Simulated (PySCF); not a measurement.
CH5MoNOS2, SMILES [N](C)=[Mo](=[O])([SH])[SH], multiplicity 1.

Geometry: PBE0-D3(BJ)/def2-SVP. The spin state was assumed, not searched. The def2 effective core potentials stand for the cores of Mo; spin–orbit coupling is left out. One conformer was computed; it need not be the lowest.

Method: PBE0-D3(BJ)/def2-SVP (PySCF).

Frequencies are harmonic and unscaled.

Computed normal modes with their intensities:
| mode | ν (cm⁻¹) | IR (km/mol) | moving atoms (share of kinetic energy) |
|---|---|---|---|
| 1 | 80 | 1.5 | H 32 %, S 31 %, C 30 % |
| 2 | 84 | 0.0 | H 85 % |
| 3 | 99 | 4.7 | S 29 %, C 26 %, H 17 %, Mo 16 %, O 11 % |
| 4 | 114 | 0.2 | S 74 %, Mo 17 % |
| 5 | 169 | 4.3 | O 45 %, S 15 %, N 11 %, Mo 11 %, C 10 %, H 8 % |
| 6 | 179 | 2.4 | O 43 %, H 37 %, N 9 %, S 8 % |
| 7 | 255 | 16.4 | H 52 %, O 30 %, S 15 % |
| 8 | 311 | 26.0 | H 92 % |
| 9 | 331 | 4.6 | S 45 %, N 30 %, O 12 %, H 9 % |
| 10 | 355 | 17.6 | N 45 %, S 30 %, H 22 % |
| 11 | 420 | 9.6 | S 34 %, N 25 %, Mo 23 %, O 12 % |
| 12 | 439 | 57.6 | Mo 39 %, S 29 %, N 18 %, H 11 % |
| 13 | 631 | 32.3 | H 79 %, C 10 % |
| 14 | 638 | 7.5 | H 90 % |
| 15 | 708 | 5.3 | C 35 %, H 27 %, Mo 19 %, N 17 % |
| 16 | 1032 | 153.3 | O 80 %, Mo 14 % |
| 17 | 1084 | 0.0 | H 71 %, C 20 %, N 9 % |
| 18 | 1094 | 5.5 | H 69 %, C 19 % |
| 19 | 1359 | 65.7 | N 61 %, C 28 %, H 9 % |
| 20 | 1409 | 0.2 | H 80 %, N 15 % |
| 21 | 1438 | 26.5 | H 93 % |
| 22 | 1440 | 9.0 | H 97 % |
| 23 | 2688 | 3.1 | H 97 % |
| 24 | 2688 | 1.5 | H 97 % |
| 25 | 3024 | 20.3 | H 97 % |
| 26 | 3124 | 4.4 | H 90 %, C 10 % |
| 27 | 3128 | 1.5 | H 91 %, C 9 % |
